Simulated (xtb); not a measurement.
H$_{3}$Al (SMILES [AlH3]), singlet, at a GFN2-xTB geometry (such geometries of metal compounds can be far from the true shape); GFN0-xTB (xtb).

The xtb input:
```
$ xtb mol.xyz --gfn 0 --grad --json

# file mol.xyz
4

Al    -0.00000000    -0.00000000    -0.00000000
H      0.64279377    -0.45514932     1.33855567
H     -0.27575805     1.50677855    -0.25622634
H     -0.36703572    -1.05162922    -1.08232933
```

The log (banner, timings and long lists left out):

```
   ID    Z sym.   atoms
    1   13 Al     1
    2    1 H      2-4

           -------------------------------------------------
          |                Calculation Setup                |
           -------------------------------------------------

           -------------------------------------------------
          |                 G F N 0 - x T B                 |
           -------------------------------------------------

          ...................................................
          :                      SETUP                      :
          :.................................................:
          :  # basis functions                  16          :
          :  # atomic orbitals                  15          :
          :  # shells                            9          :
          :  # electrons                         6          :
          :  electronic temp.          300.0000000     K    :
          :  accuracy                    1.0000000          :
          :  -> integral cutoff          0.2500000E+02      :
          :  -> integral neglect         0.1000000E-07      :
          ...................................................

         :::::::::::::::::::::::::::::::::::::::::::::::::::::
         ::                     SUMMARY                     ::
         :::::::::::::::::::::::::::::::::::::::::::::::::::::
         :: total energy              -3.111451002809 Eh    ::
         :: gradient norm              0.018599866783 Eh/a0 ::
         :: HOMO-LUMO gap              7.417013015042 eV    ::
         ::.................................................::
         :: H0 energy                 -3.104520702936 Eh    ::
         :: repulsion energy           0.016136020394 Eh    ::
         :: electrostat energy        -0.022750344586 Eh    ::
         :: -> Gsolv                   0.000000000000 Eh    ::
         ::    -> Gsasa                0.000000000000 Eh    ::
         ::    -> Gshift               0.000000000000 Eh    ::
         :: dispersion energy         -0.000315975680 Eh    ::
         :: short-range corr.          0.000000000000 Eh    ::
         :: add. restraining           0.000000000000 Eh    ::
         :: total charge               0.000000000000 e     ::
         :::::::::::::::::::::::::::::::::::::::::::::::::::::

           -------------------------------------------------
          |                Property Printout                |
           -------------------------------------------------

    * Orbital Energies and Occupations

         #    Occupation            Energy/Eh            Energy/eV
      -------------------------------------------------------------
         1        2.0000           -0.5178336             -14.0910
         2        2.0000           -0.5178336             -14.0910
         3        2.0000           -0.5165932             -14.0572 (HOMO)
         4                         -0.2440230              -6.6402 (LUMO)
         5                         -0.2004992              -5.4559
         6                         -0.1527685              -4.1570
         7                         -0.1527685              -4.1570
         8                         -0.1266770              -3.4471
         9                         -0.1266770              -3.4471
        10                         -0.0930447              -2.5319
        11                         -0.0930447              -2.5319
        12                         -0.0489598              -1.3323
        13                          0.4402190              11.9790
        14                          1.6587595              45.1371
        15                          1.6587595              45.1371
      -------------------------------------------------------------
                  HL-Gap            0.2725702 Eh            7.4170 eV
             Fermi-level            0.0000000 Eh            0.0000 eV

     #   Z          covCN         q      C6AA      α(0)
     1  13 Al       2.640     0.262   141.478    23.207
     2   1 H        0.880    -0.087     5.155     3.554
     3   1 H        0.880    -0.087     5.155     3.554
     4   1 H        0.880    -0.087     5.155     3.554

 Mol. C6AA /au·bohr⁶  :        345.960525
 Mol. C8AA /au·bohr⁸  :      19501.066780
 Mol. α(0) /au        :         33.870144

Wiberg/Mayer (AO) data.
largest (>0.10) Wiberg bond orders for each atom

 ---------------------------------------------------------------------------
     #   Z sym  total        # sym  WBO       # sym  WBO       # sym  WBO
 ---------------------------------------------------------------------------
     1  13 Al   2.738 --     4 H    0.913     2 H    0.913     3 H    0.913
     2   1 H    0.909 --     1 Al   0.913
     3   1 H    0.909 --     1 Al   0.913
     4   1 H    0.909 --     1 Al   0.913
 ---------------------------------------------------------------------------

Topologies differ in total number of bonds
Writing topology from bond orders to xtbtopo.mol

 dipole moment from electron density (au)
     X       Y       Z
  -0.0000  -0.0000  -0.0000  total (Debye):    0.000

           -------------------------------------------------
          | TOTAL ENERGY               -3.111451002809 Eh   |
          | GRADIENT NORM               0.018599866783 Eh/α |
          | HOMO-LUMO GAP               7.417013015042 eV   |
           -------------------------------------------------

normal termination of xtb
```
